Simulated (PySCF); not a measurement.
# Computed spin Hamiltonian

Species: C2H5F3NSi (doublet state).
Geometry (GFN2-xTB, Å), atoms numbered from 1 in this order:
```xyz
12
C2H5F3NSi angstrom
C      0.367    1.727   -0.201
Si     0.148   -0.074   -0.756
N      1.403   -1.076   -0.131
C     -1.387   -0.820    0.210
F     -1.473   -2.162    0.074
F     -1.334   -0.587    1.541
F     -2.571   -0.325   -0.203
H     -0.509    2.324   -0.438
H      0.523    1.766    0.876
H      1.224    2.185   -0.684
H      1.241   -2.055    0.044
H      2.368   -0.905   -0.359
```

The hyperfine couplings belong to this conformer and change with its torsions.

As a line formula: `C[Si](C(F)(F)F)N` [radical].

The calculation used UKS B3LYP, pcH-1 on C F H N Si, non-relativistic, mean-field spin-orbit, GIAO (PySCF). One conformer (not necessarily the lowest) at the GFN2-xTB geometry, without solvent, vibrations or thermal averaging. The geometry wasn't refined by DFT: couplings that depend on bond lengths, twists or pyramidal angles can differ widely from those at the functional's own minimum, by a factor of two or more for some ions and for spin on atoms past the first row. The SCF solution wasn't tested for stability.

```json
{
 "g1, g2, g3": "2.00166, 2.00215, 2.00340",
 "g_iso": "2.00240",
 "Form of g": "rhombic: the two nearest values differ by 29 % of g3 − g1",
 "⟨S²⟩": "0.7520 (exact 0.7500)",
 "HOMO–LUMO gap, α and β orbitals": "5.81, 5.43 eV",
 "Total energy": "-723.03247 Eh",
 "Basis functions": "235"
}
```

Isotropic coupling and dipolar principal values T1 to T3, in MHz; ρ(0) is the spin density at the nucleus:

```
atom  isotope   a_iso  of which spin–orbit      T1     T2    T3  Mulliken spin population  ρ(0) (bohr⁻³)
  C1      13C    73.5                  0.0    -8.0   -7.5  15.6                      0.05         0.0654
 Si2     29Si  -580.5                  0.9  -136.6   67.3  69.3                      0.75         0.6542
  N3      14N     8.1                  0.0    -9.6   -9.2  18.8                      0.15         0.0249
  C4      13C    75.4                  0.0    -5.6   -5.2  10.8                      0.03         0.0671
  F5      19F    -8.2                  0.0    -5.7   -3.3   9.1                      0.00        -0.0019
  F6      19F    71.6                  0.2   -38.4  -37.2  75.6                      0.01         0.0170
  F7      19F    -7.2                 -0.1    -5.9   -2.0   7.9                      0.00        -0.0017
  H8       1H    -5.6                  0.0    -5.5   -2.1   7.6                      0.00        -0.0013
  H9       1H    40.6                  0.0    -5.1   -0.1   5.2                      0.02         0.0091
 H10       1H    -3.5                  0.0    -5.5   -2.9   8.4                     -0.01        -0.0008
 H11       1H   -13.1                  0.0   -11.4   -3.1  14.6                      0.00        -0.0029
 H12       1H   -11.7                  0.0   -11.5   -3.9  15.4                     -0.01        -0.0026
```

Largest spin populations (Mulliken): Si2 (+0.75) and N3 (+0.15). The angles at Si2 add up to 318.9°, so it is pyramidal.

Under fast tumbling the dipolar parts average out, and these isotropic splittings remain: 3 × 19F (F5/F6/F7, I = 1/2, 4 lines) with 0.67 mT, 1 × 1H (H11, I = 1/2, 2 lines) with 0.47 mT, 1 × 1H (H12, I = 1/2, 2 lines) with 0.42 mT, 3 × 1H (H8/H9/H10, I = 1/2, 4 lines) with 0.37 mT and 1 × 14N (N3, I = 1, 3 lines) with 0.29 mT.

Class means assume fast exchange of nuclei equivalent by connectivity; if that motion is slow, each nucleus keeps its own coupling. H11 and H12 aren't averaged: N3 is flat or nearly so (angle sum 353°), and its turn about the short N3–Si2 bond (1.72 Å) is taken as slow. The three 19F nuclei of mean +18.7 MHz run from -8.2 to 71.6 MHz in the frozen geometry. The three 1H nuclei of mean +10.5 MHz run from -5.6 to 40.6 MHz in the frozen geometry.

The 13C coupling of C4 (75.4 MHz) shows only in satellite lines or after enrichment, since that isotope makes up about 1.07 % of natural carbon.

The 29Si coupling of Si2 (-580.5 MHz) shows only in satellite lines or after enrichment, since that isotope makes up about 4.7 % of natural silicon.
